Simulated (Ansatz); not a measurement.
Two shapes of singlet BeH₂.

Shape 1:

```xyz
3

H     0.0167   -0.0469   -1.3340
Be    0.0020    0.0104   -0.0489
H    -0.0145    0.0393    1.3664
```

Shape 2:

```xyz
3

H     0.0000    0.0000   -1.2320
Be    0.0000    0.0000    0.0000
H     0.0000    0.0000    1.2320
```

Basis set: cc-pVTZ (spherical functions). All electrons are correlated. Charge 0, multiplicity 1.

Computed with Ansatz (development build ahead of 0.2.0); each method stands on the lowest determinant of its kind that the runs found.

**Question.** Which shape is lower in energy, and by how much in each method?

**Answer.**

```csv
method,E(2) − E(1) (eV)
RHF,0.118
RHF-MP2,0.074
```

Shape 1 is lower.
